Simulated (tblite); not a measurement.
HfI4, charge +1, doublet, geometry from GFN2-xTB (such geometries of metal compounds can be far from the true shape) (the multiplicity is a formal guess); GFN1-xTB (tblite).

tblite was given this input:
```
$ tblite run mol.xyz --method gfn1 --charge 1 --spin 1 --spin-polarized --json tblite.json --no-restart

# file mol.xyz
5

Hf     0.00000000    -0.00000000     0.00000000
I      2.19574464    -0.68734594    -1.63599484
I      0.89552099     0.44011713     2.64093868
I     -1.20966894     2.35187032    -0.98773737
I     -1.88159669    -2.10464151    -0.01720647
```

Output, abridged:

```
xTB calculator
 | screened Coulomb repulsion
 | Coulomb electrostatics
 |  * isotropic Klopman-Ohno-Mataga-Nishimoto electrostatics
 |  * onsite third-order electrostatics
 | DFT-D3(BJ) dispersion correction
 | Interactions (1)
 | [1] spin polarization

halogen bonding energy    0.0000000000000E+00 Eh
repulsion energy          3.3404173231404E-02 Eh
dispersion energy        -4.1926799711341E-03 Eh
interaction energy        0.0000000000000E+00 Eh
number of electrons       3.1000000000000E+01 e
integral cutoff           3.5545256755052E+01 bohr

------------------------------------------------------------
  cycle        total energy    energy error   density error
------------------------------------------------------------
      1     -15.78109997850  -1.5810311E+01   5.2748962E-01
      2     -15.96558156865  -1.8448159E-01   6.7003434E-01
      3     -16.23773053708  -2.7214897E-01   3.5780309E-01
      4     -16.63590276711  -3.9817223E-01   1.2251278E-01
      5     -16.51419206352   1.2171070E-01   1.4153914E-01
      6     -16.63726301393  -1.2307095E-01   5.6988912E-02
      7     -16.64537184867  -8.1088347E-03   2.8071659E-02
      8     -16.64542958263  -5.7733960E-05   2.7705135E-02
      9     -16.64544237177  -1.2789140E-05   2.7579340E-02
     10     -16.64667836248  -1.2359907E-03   1.7012614E-02
     11     -16.64742434955  -7.4598707E-04   2.5203479E-03
     12     -16.64743344635  -9.0967977E-06   1.2691821E-03
     13     -16.64743557630  -2.1299521E-06   9.6521332E-04
     14     -16.64743778112  -2.2048122E-06   4.6448244E-04
     15     -16.64743829805  -5.1693702E-07   1.2968737E-05
------------------------------------------------------------

electronic energy        -1.6676649791314E+01 Eh
total energy             -1.6647438298054E+01 Eh

Post processing:
 | Mayer-Wiberg bond orders

[Info] JSON dump of results written to 'tblite.json'
```
